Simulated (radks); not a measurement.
Values are calculated unless marked as measured or tabulated.
Problem. The silicon ion Si2+, [Ne] 3s2. Level of theory: non-relativistic Kohn-Sham, exchange-only LDA, spin-polarised, spherical densities, point nucleus (a radial shooting solver on a logarithmic mesh with Libxc functionals). Every spin shell is full or empty, so the densities are truly spherical. Functionals are evaluated on that one density, not self-consistently. Rank these exchange functionals by their error against the exact value of the orbitals, and give that value: LDA, PBE, PBEsol, revPBE, RPBE, OPTX, SOGGA, G96, APBE, revTPSS, r2SCAN, TASK, MVS.

Solution. Exact: -19.6784 hartree. From best to worst, with 100 (|E| - |E exact|)/|E exact| (equal figures are ties): revPBE +0.03, OPTX +0.04, r2SCAN +0.05, G96 +0.15, RPBE +0.19, MVS -0.24, revTPSS -0.31, PBE -0.44, APBE +0.76, TASK -3.03, PBEsol -3.55, SOGGA -3.59, LDA -8.30.
